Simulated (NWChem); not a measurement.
System: NaF; SMILES [F][Na]

Parts of the log:

```
             Northwest Computational Chemistry Package (NWChem) 7.3.0
             --------------------------------------------------------

 ORDER OF PRIMARY AXIS IS BEING SET TO 4
 C4V symmetry detected

                             Geometry "geometry" -> ""
                             -------------------------

 Output coordinates in angstroms (scale by  1.889725989 to convert to a.u.)

  No.       Tag          Charge          X              Y              Z
 ---- ---------------- ---------- -------------- -------------- --------------
    1 Na                  11.0000     0.00000000     0.00000000    -0.84971295
    2 F                    9.0000     0.00000000     0.00000000     1.03853805

 Effective nuclear repulsion energy (a.u.)      27.7444829374

      Symmetry information
      --------------------

 Group name             C4v
 Group number             18
 Group order               8
 No. of unique centers     2

  xc_inp: hfexch multiplicative factor not found.

                                 NWChem DFT Module
                                 -----------------

 Summary of "ao basis" -> "ao basis" (spherical)
 ------------------------------------------------------------------------------
       Tag                 Description            Shells   Functions and Types
 ---------------- ------------------------------  ------  ---------------------
 Na                          sto-3g                  5        9   3s2p
 F                           sto-3g                  3        5   2s1p

      Symmetry analysis of basis
      --------------------------

        a1          8
        a2          0
        b1          0
        b2          0
        e           6

            General Information
            -------------------
          SCF calculation type: DFT
          Wavefunction type:  closed shell.
          No. of atoms     :     2
          No. of electrons :    20
           Alpha electrons :    10
            Beta electrons :    10
          Charge           :     0
          Spin multiplicity:     1
          Use of symmetry is: on ; symmetry adaption is: on
          Maximum number of iterations: 150
          AO basis - number of functions:    14
                     number of shells:     8
          Convergence on energy requested:  1.00D-06
          Convergence on density requested:  1.00D-05
          Convergence on gradient requested:  5.00D-04

              XC Information
              --------------
                     Hartree-Fock (Exact) Exchange  1.000

      Superposition of Atomic Density Guess
      -------------------------------------

 Sum of atomic energies:        -257.66965238

      Non-variational initial energy
      ------------------------------

 Total energy =    -257.239963
 1-e energy   =    -420.630639
 2-e energy   =     135.646194
 HOMO         =      -0.373394
 LUMO         =       0.376371

      Symmetry analysis of molecular orbitals - initial
      -------------------------------------------------

  Numbering of irreducible representations:

     1 a1          2 a2          3 b1          4 b2          5 e

  Orbital symmetries:

     1 a1          2 a1          3 a1          4 a1          5 e
     6 e           7 a1          8 a1          9 e          10 e
    11 a1         12 e          13 e          14 a1

     ---------------------------------------------
      Total Density - Mulliken Population Analysis
     ---------------------------------------------

    Atom       Charge   Shell Charges
 -----------   ------   -------------------------------------------------------
    1 Na  11    10.12   2.00  1.93  5.30  0.14  0.75
    2 F    9     9.88   2.00  1.99  5.90

   convergence    iter        energy       DeltaE   RMS-Dens  Diis-err
 ---------------- ----- ----------------- --------- --------- ---------
 d= 0,ls=0.0,diis     1   -257.7566117299 -2.86D+02  5.42D-02  2.36D-01
 d= 0,ls=0.0,diis     2   -257.8199186573 -6.33D-02  5.69D-03  1.30D-02
 d= 0,ls=0.0,diis     3   -257.8216335160 -1.71D-03  2.70D-03  4.93D-04
 d= 0,ls=0.0,diis     4   -257.8218093830 -1.76D-04  1.18D-03  4.26D-05
 d= 0,ls=0.0,diis     5   -257.8218300726 -2.07D-05  1.26D-04  3.74D-07
 d= 0,ls=0.0,diis     6   -257.8218302894 -2.17D-07  2.19D-05  2.26D-08
 d= 0,ls=0.0,diis     7   -257.8218302971 -7.71D-09  3.33D-06  3.15D-10

         Total DFT energy =     -257.821830297122
      One electron energy =     -423.273327301665
           Coulomb energy =      162.247745107839
    Exchange-Corr. energy =      -24.540731040665
 Nuclear repulsion energy =       27.744482937369

 Numeric. integr. density =        0.000000000000

                  Occupations of the irreducible representations
                  ----------------------------------------------

                     irrep           alpha         beta
                     --------     --------     --------
                     a1                6.0          6.0
                     a2                0.0          0.0
                     b1                0.0          0.0
                     b2                0.0          0.0
                     e                 4.0          4.0

                       DFT Final Molecular Orbital Analysis
                       ------------------------------------

 Vector    8  Occ=2.000000D+00  E=-1.141705D-01  Symmetry=e
              MO Center=  5.6D-17,  1.9D-17,  1.0D+00, r^2= 3.7D-01
   Bfn.  Coefficient  Atom+Function         Bfn.  Coefficient  Atom+Function
  ----- ------------  ---------------      ----- ------------  ---------------
    12      0.937303  2 F  px                13      0.322324  2 F  py
     7      0.088058  1 Na px                 3     -0.067262  1 Na px
     8      0.030282  1 Na py

 Vector    9  Occ=2.000000D+00  E=-1.141705D-01  Symmetry=e
              MO Center=  5.2D-19, -1.5D-18,  1.0D+00, r^2= 3.7D-01
   Bfn.  Coefficient  Atom+Function         Bfn.  Coefficient  Atom+Function
  ----- ------------  ---------------      ----- ------------  ---------------
    13      0.937303  2 F  py                12     -0.322324  2 F  px
     8      0.088058  1 Na py                 4     -0.067262  1 Na py
     7     -0.030282  1 Na px

 Vector   10  Occ=2.000000D+00  E=-1.060115D-01  Symmetry=a1
              MO Center= -5.4D-18, -1.6D-17,  8.6D-01, r^2= 6.6D-01
   Bfn.  Coefficient  Atom+Function         Bfn.  Coefficient  Atom+Function
  ----- ------------  ---------------      ----- ------------  ---------------
    14      0.883159  2 F  pz                 6     -0.327181  1 Na s
     2      0.199933  1 Na s                  9     -0.166649  1 Na pz
     5      0.154287  1 Na pz                11      0.127885  2 F  s
     1     -0.049992  1 Na s

 Vector   11  Occ=0.000000D+00  E= 4.481637D-01  Symmetry=a1
              MO Center= -2.1D-17,  5.8D-18, -1.2D+00, r^2= 1.4D+00
   Bfn.  Coefficient  Atom+Function         Bfn.  Coefficient  Atom+Function
  ----- ------------  ---------------      ----- ------------  ---------------
     6      1.026226  1 Na s                  2     -0.546793  1 Na s
     9     -0.392434  1 Na pz                 5      0.272123  1 Na pz
    14      0.263985  2 F  pz                 1      0.135482  1 Na s
    11     -0.081117  2 F  s

 Vector   12  Occ=0.000000D+00  E= 7.374598D-01  Symmetry=e
              MO Center= -3.8D-23,  1.8D-22, -8.3D-01, r^2= 1.4D+00
   Bfn.  Coefficient  Atom+Function         Bfn.  Coefficient  Atom+Function
  ----- ------------  ---------------      ----- ------------  ---------------
     8      1.087200  1 Na py                 4     -0.659797  1 Na py
     7     -0.226424  1 Na px                13     -0.143272  2 F  py
     3      0.137411  1 Na px                12      0.029838  2 F  px

 Vector   13  Occ=0.000000D+00  E= 7.374598D-01  Symmetry=e
              MO Center= -3.8D-23, -8.0D-24, -8.3D-01, r^2= 1.4D+00
   Bfn.  Coefficient  Atom+Function         Bfn.  Coefficient  Atom+Function
  ----- ------------  ---------------      ----- ------------  ---------------
     7      1.087200  1 Na px                 3     -0.659797  1 Na px
     8      0.226424  1 Na py                12     -0.143272  2 F  px
     4     -0.137411  1 Na py                13     -0.029838  2 F  py

     ---------------------------------------------
      Total Density - Mulliken Population Analysis
     ---------------------------------------------

    Atom       Charge   Shell Charges
 -----------   ------   -------------------------------------------------------
    1 Na  11    10.41   2.00  1.94  5.37  0.31  0.79
    2 F    9     9.59   2.00  1.97  5.62

     -------------------------------------------
      Total Density - Lowdin Population Analysis
     -------------------------------------------

    Atom       Charge   Shell Charges
 -----------   ------   -------------------------------------------------------
    1 Na  11    10.44   1.99  1.84  5.11  0.41  1.07
    2 F    9     9.56   2.00  1.94  5.62

     Multipole analysis of the density
     ---------------------------------

     L   x y z        total         alpha         beta         nuclear
     -   - - -        -----         -----         ----         -------
     0   0 0 0     -0.000000    -10.000000    -10.000000     20.000000

     1   1 0 0      0.000000      0.000000      0.000000      0.000000
     1   0 1 0      0.000000      0.000000      0.000000      0.000000
     1   0 0 1     -2.649140     -1.324570     -1.324570      0.000000

[...]

                         DFT ENERGY GRADIENTS

    atom               coordinates                        gradient
                 x          y          z           x          y          z
   1 Na      0.000000   0.000000  -1.605725    0.000000   0.000000  -0.064888
   2 F       0.000000   0.000000   1.962552    0.000000   0.000000   0.064888
```

Level: Hartree-Fock/STO-3G. The geometry was optimised at PBE0/def2-SVP.

Task: Which NWChem input produces such a log?

Result: This is not unique; one that fits is the input that was run:
```
start job
memory heap 200 mb stack 900 mb global 1100 mb
geometry units angstroms noautoz
  Na     0.000000     0.000000    -0.856691
  F      0.000000     0.000000     1.031560
end
basis spherical
  * library sto-3g
end
dft
  xc hfexch
  iterations 150
  mulliken
end
task dft gradient
```
